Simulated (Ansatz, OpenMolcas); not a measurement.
**A ladder of methods for GaBH3ClO (SMILES O[B](Cl)[GaH2])**

GaBH3ClO: 7 atoms, total charge 0, spin state singlet. SMILES: `O[B](Cl)[GaH2]`. The coordinates come from a PBE0-D4/def2-TZVP relaxation. This is one conformer, not always the lowest.

Quantity: the vertical ionisation energy (to the doublet cation), in eV. The values are calculated.

```tsv
level	kind	program	value (eV)	less CCSD(T)/6-31G*
SVWN5/6-31G* (spherical functions)	LDA	Ansatz	9.59	0.00
M06-L/6-31G* (spherical functions)	meta-GGA	OpenMolcas	9.60	+0.01
r2SCAN0/6-31G* (spherical functions)	hybrid meta-GGA	Ansatz	9.82	+0.23
HSE06/6-31G* (spherical functions)	range-separated hybrid	Ansatz	9.73	+0.14
B2PLYP/6-31G* (spherical functions)	double hybrid	Ansatz	9.69	+0.10
RPA@PBE/6-31G* (spherical functions)	RPA	Ansatz	9.47	-0.12
MP2/6-31G* (spherical functions)	perturbation theory	Ansatz	9.67	+0.08
CCSD(T)/6-31G* (spherical functions)	coupled cluster or CI	Ansatz	9.59	0.00
```

Differences are taken from CCSD(T)/6-31G* (spherical functions) for orientation; it has basis-set and higher-order errors of its own. All-electron rows without a relativistic Hamiltonian named are non-relativistic. The values span 9.47 to 9.82 eV. In the correlated wave-function rows the outer d shell of Ga is correlated, in sets not made for it.
